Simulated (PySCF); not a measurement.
PySCF 2.14 output of an unrestricted M06-L calculation on a single atom or ion in cc-pVDZ (6s5p3d1f, 43 functions), with the non-relativistic Hamiltonian (point nucleus):

```
SCF conv_tol = 1e-09
number electrons alpha = 14  beta = 11
    Y. Zhao and D. G. Truhlar.,  J. Chem. Phys. 125, 194101 (2006)
    Y. Zhao and D. G. Truhlar.,  J. Chem. Phys. 125, 194101 (2006)
    Y. Zhao and D. G. Truhlar.,  Theor. Chem. Acc. 120, 215 (2008)
cycle= 1 E= -1505.99329024613  delta_E= -0.00213  |g|= 0.0168  |ddm|= 0.0665
cycle= 2 E= -1505.99328694369  delta_E= 3.3e-06  |g|= 0.0172  |ddm|= 0.0309
cycle= 3 E= -1505.9933422051  delta_E= -5.53e-05  |g|= 0.000316  |ddm|= 0.016
cycle= 4 E= -1505.99334222795  delta_E= -2.29e-08  |g|= 1.55e-05  |ddm|= 0.000363
cycle= 5 E= -1505.99334222804  delta_E= -8.71e-11  |g|= 3.8e-07  |ddm|= 3.46e-05
converged SCF energy = -1505.99334222804  <S^2> = 3.7527605  2S+1 = 4.00138
```

The run itself started from symmetry-adapted Hartree-Fock orbitals and held the occupation by maximum overlap, on a logarithmic radial grid, so the iterations belong to that start.

Which element, charge and spin multiplicity is this?

Ni³⁺ (nickel, charge +3), multiplicity 4; the state was [Ar] 3d7, high-spin 4F determinant.
